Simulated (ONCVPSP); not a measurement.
# Reading a pseudo-wave (Sb)

Columns: radius, all-electron u(r) and pseudo u(r) of the 4s shell (level -149.58 eV) of antimony in the configuration [Ar] 3d10 4s2 4p6 4d10 5s1.5 5p3.5; PBE, scalar-relativistic, ONCV scheme, ONCVPSP 4.0.1.

```
r (bohr)  all-electron  pseudo
   0.078        0.4861  0.1278
   0.155       -0.1571  0.2648
   0.232       -0.7259  0.4190
   0.310       -0.5691  0.5912
   0.388       -0.0281  0.7697
   0.465        0.5357  0.9363
   0.542        0.9640  1.0756
   0.620        1.2205  1.1732
   0.698        1.3190  1.2169
   0.775        1.3041  1.2060
   0.852        1.2185  1.1476
   0.930        1.0929  1.0513
   1.008        0.9524  0.9324
   1.085        0.8141  0.8063
   1.162        0.6848  0.6826
   1.240        0.5675  0.5672
   1.318        0.4656  0.4655
   1.395        0.3798  0.3797
   1.472        0.3078  0.3078
   1.550        0.2474  0.2474
   1.628        0.1980  0.1980
   1.705        0.1583  0.1583
   1.782        0.1262  0.1262
   1.860        0.1000  0.1000
   1.938        0.0791  0.0791
   2.015        0.0626  0.0626
```

(1) How many radial nodes do the two functions have?

(2) At about which radius was the pseudo-wave matched?

(3) Is the pseudo-wave norm-conserving?

## Answers

(1) The all-electron 4s function has n − l − 1 = 3 (the table is too coarse to show those close to the nucleus); the pseudo-wave has 0, since the states of the same l below it are removed with the core.

(2) 1.35 bohr. The columns agree to 0.0005 from 1.24 bohr on; several derivatives are matched, so the curves merge somewhat inside the radius.

(3) Yes: the ONCV scheme keeps the norm inside the radius equal to the all-electron one, which fixes the energy derivative of the logarithmic derivative at the level.
